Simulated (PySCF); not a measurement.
C2H8FNSi2, SMILES F[C@H]([SiH3])/N=C\[SiH3].

The structure is a stationary point at PBE-D3(BJ)/def2-SVP. The structure was generated by enumeration; whether it is a known compound was not checked. The values are those of a single conformer.

The numbers are results of PySCF with PBE-D3(BJ)/def2-SVP, not measurements.

Frequencies are harmonic and unscaled.

Q: Estimate the vibrational spectrum. (Estimate from the structure and the level; the computed values follow.)

A: 
```csv
mode,ν (cm⁻¹),IR (km/mol),moving atoms (share of kinetic energy)
1,56,0.3,"Si 51 %, F 18 %, H 17 %"
2,136,2.1,"F 27 %, H 25 %, Si 25 %, C 15 %, N 9 %"
3,144,1.3,"H 73 %, Si 13 %, F 11 %"
4,182,1.5,"H 47 %, Si 21 %, F 19 %, C 11 %"
5,197,0.2,"H 75 %, C 10 %"
6,236,4.2,"F 44 %, H 21 %, C 17 %, Si 16 %"
7,319,9.4,"C 28 %, F 25 %, H 19 %, Si 18 %, N 11 %"
8,423,25.6,"N 42 %, H 27 %, Si 15 %, C 13 %"
9,515,13.0,"H 64 %, Si 17 %, C 14 %"
10,571,42.4,"H 52 %, Si 22 %, C 17 %"
11,584,8.6,"H 80 %, Si 10 %"
12,609,30.9,"H 73 %, Si 12 %, N 9 %"
13,623,1.5,"N 27 %, F 23 %, H 19 %, C 18 %, Si 13 %"
14,752,26.6,"C 44 %, H 40 %, Si 9 %"
15,764,59.9,"C 31 %, H 31 %, N 25 %"
16,854,47.3,"H 54 %, C 31 %, F 10 %"
17,862,270.5,H 87 %
18,866,26.9,"H 80 %, C 16 %"
19,892,18.5,"H 78 %, C 11 %"
20,909,57.2,H 90 %
21,912,112.7,H 94 %
22,919,87.0,"H 68 %, C 20 %"
23,926,46.5,H 97 %
24,1049,11.8,"C 66 %, H 21 %, N 12 %"
25,1138,14.8,"H 67 %, C 29 %"
26,1261,2.2,"H 89 %, C 8 %"
27,1317,13.2,"H 78 %, C 12 %, N 9 %"
28,1652,6.1,"N 50 %, C 48 %"
29,2154,141.0,H 97 %
30,2173,36.0,H 97 %
31,2177,59.0,H 99 %
32,2185,84.2,H 96 %
33,2194,84.9,H 96 %
34,2200,82.5,H 96 %
35,2969,10.6,H 92 %
36,2994,19.1,H 92 %
```
